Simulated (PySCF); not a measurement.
# Reading the logs of faulty runs: BH6NSi2

Calculated results; nothing here was measured. They come from PySCF 2.14.0, an open-source quantum chemistry program, on an isolated molecule that a program drew, which may never have been made. The molecule is BH6NSi2 (charge 0, singlet), drawn as the SMILES string `BN([SiH])[SiH3]`.

Each row is a Hartree-Fock (HF) and frozen-core CCSD(T) single point in the cc-pV(D+d)Z basis, meant for a local HF minimum. Run 1 is clean. Each other run has one planted mistake out of seven kinds, and not every kind appears here: one electron removed, one electron added, multiplicity raised by two, geometry at a saddle point, minimal basis STO-3G, one bond length entered in bohr, all coordinates scaled. The reference is restricted for singlets and unrestricted otherwise, and also for a bond in bohr. Adding or removing an electron swaps singlet and doublet. Electrons count all cores. HOMO and LUMO are orbital energies over both spins, the gradient is its largest component, and the lowest frequency (negative if imaginary) is given only where the gradient is small. Bond lengths are over the 9 bonds as drawn. T1 is the CCSD diagnostic: over 0.02 (restricted) or 0.045 (unrestricted) a single reference is doubtful.

Geometry of the clean run:
```xyz
10
BH6NSi2, angstrom
B    -1.3505    1.1514   -0.2645
N    -0.7244    1.3384    1.0142
Si    0.5536    2.5106    1.3288
Si   -1.3296    0.2859    2.3095
H    -2.2176    0.3215   -0.3787
H    -1.0277    1.8028   -1.2153
H     0.6422    3.0814   -0.0700
H    -0.5940    0.5951    3.5517
H    -1.1187   -1.1317    1.9490
H    -2.7737    0.5202    2.5181
```

| run | electrons | basis functions | <S^2> | HOMO (eV) | LUMO (eV) | gradient (hartree/bohr) | lowest frequency (cm^-1) | mean bond (Å) | longest bond (Å) | T1 | HF (hartree) | CCSD(T) (hartree) | mistake |
|---|---|---|---|---|---|---|---|---|---|---|---|---|---|
| 1 | 46 | 104 | 0.000 | -8.92 | 0.98 | 1.3e-05 | 103 | 1.4802 | 1.775 | 0.0140 | -660.51782 | -661.03006 | no fault |
| 2 | 46 | 104 | 0.995 | -8.91 | 1.03 | 1.2e-02 | - | 1.6263 | 2.793 | 0.0622 | -660.40366 | -660.90676 | one bond length entered in bohr |
| 3 | 46 | 104 | 2.005 | -7.55 | 0.23 | 3.6e-02 | - | 1.4802 | 1.775 | 0.0190 | -660.47484 | -660.96541 | multiplicity raised by two |
| 4 | 45 | 104 | 0.765 | -16.58 | -6.79 | 5.4e-02 | - | 1.4802 | 1.775 | 0.0195 | -660.23018 | -660.71247 | one electron removed |
| 5 | 47 | 104 | 0.776 | -0.59 | 7.29 | 5.3e-02 | - | 1.4802 | 1.775 | 0.0255 | -660.50989 | -661.03671 | ? |

**Which mistake was planted in run 5, and what did it cost?**

It counts 47 electrons, one more than the clean run, at the same geometry and basis. So the mistake is: one electron added. Subtracting run 1 and multiplying by 627.51 kcal/mol a hartree, the energy moved by 5.0 kcal/mol in HF and -4.2 kcal/mol in CCSD(T).

Cautions from the logs. Run 2: T1 is over the limit, so its CCSD(T) energy is less reliable.
